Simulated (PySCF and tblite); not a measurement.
C₅H₁₀OSi, numbered as in [SiH3:1][C@@H:2]1[CH2:3][CH2:4][CH:5]=[CH:6][O:7]1. Search: ETKDG and KDG, MMFF94s, GFN2-xTB, 60 starts; geometries at GFN2-xTB. Weights use HSE06-D3(BJ)/6-31+G* (IEF-PCM, water) energies plus GFN2-xTB zero-point and thermal terms (modes under about 100 cm⁻¹ blended into free rotors). Symmetry numbers and mirror images are counted. Conformers within 3 kcal/mol (GFN2-xTB free energy) were kept, 4 at most. GIAO shieldings: LDA/pcSseg-1 (IEF-PCM, water). Shifts are against TMS (¹H), TMS (¹³C), TMS (²⁹Si) at the same level. Codes: tblite and PySCF.

The 6-ring runs over atoms 2–3–4–5–6–7.

Two conformers hold nearly all the population. I: 6-ring half-chair (ring torsions -46, 16, 3, 10, -42, 61°); δ(Si1) = -95.48 ppm. II: 6-ring half-chair (ring torsions 47, -18, -3, -8, 40, -60°); δ(Si1) = -76.01 ppm. The average over the ensemble at 298.15 K is -79.72 ppm.

Q: What populations and free-energy difference follow from a two-state model?

A: p(I) = (-79.72 − (-76.01))/(-95.48 − (-76.01)) = 0.19, so K = p(II)/p(I) = 4.25 and G(II) − G(I) = −RT ln K = -0.86 kcal/mol. The weights computed directly are 19.1 % and 80.9 %.

Unscaled ²⁹Si shifts at such levels can be off by tens of ppm; differences between conformers or isomers are more reliable.
